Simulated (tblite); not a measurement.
Isomers of C7H10SSi. Computed values, GFN2-xTB/tblite, gas phase, harmonic and unscaled. This tight-binding method is rough: wavenumbers can miss measured ones by several per cent, in bad cases by 10 to 20. Modes of hydrogen on silicon can be 10 to 20 % off. One conformer each.

Electronic energies: GFN2-xTB at the same geometries; isomer energies are rough at this level and their order can be wrong.

```tsv
SMILES	electronic energy, lowest = 0 (kJ/mol)
C=CC1=CC(C)=CS[SiH2]1	0.0
C#CC1=CSC[SiH2][C@H]1C	168.9
C#CCS[SiH]1CC=CC1	137.0
C=C[C@@H]([SiH3])c1cccs1	42.8
```

Task: How do GFN2-xTB zero-point energies change the relative energies?

Result: 
| SMILES | ZPE (kJ/mol) | of it from modes above 1550 cm⁻¹ | electronic (kJ/mol) | with ZPE, lowest = 0 (kJ/mol) | lowest mode (cm⁻¹) | rings |
| --- | --- | --- | --- | --- | --- | --- |
| C=CC1=CC(C)=CS[SiH2]1 | 372.6 | 192.5 | 0.0 | 0.0 | 46 | 1 |
| C=C[C@@H]([SiH3])c1cccs1 | 363.8 | 189.9 | 42.8 | 34.0 | 32 | 1 |
| C#CCS[SiH]1CC=CC1 | 374.2 | 201.0 | 137.0 | 138.5 | 26 | 1 |
| C#CC1=CSC[SiH2][C@H]1C | 368.5 | 196.4 | 168.9 | 164.8 | 35 | 1 |

The zero-point energies span 10.4 kJ/mol, from `C=C[C@@H]([SiH3])c1cccs1` to `C#CCS[SiH]1CC=CC1`. The order is unchanged.

Task: What do entropy and thermal enthalpy add at 298.15 K and 1 bar (rigid rotor, harmonic oscillator, one conformer each)?

Result: 
```csv
SMILES,point group,symmetry number,S (J/(mol K)),H − H(0) (kJ/mol),ZPE + H − H(0) − TS (kJ/mol)
C=CC1=CC(C)=CS[SiH2]1,Cs,1,423.5,30.62,277.0
C=C[C@@H]([SiH3])c1cccs1,C1,1,430.6,30.53,265.9
C#CCS[SiH]1CC=CC1,C1,1,447.3,31.92,272.7
C#CC1=CSC[SiH2][C@H]1C,C1,1,428.7,31.51,272.2
```
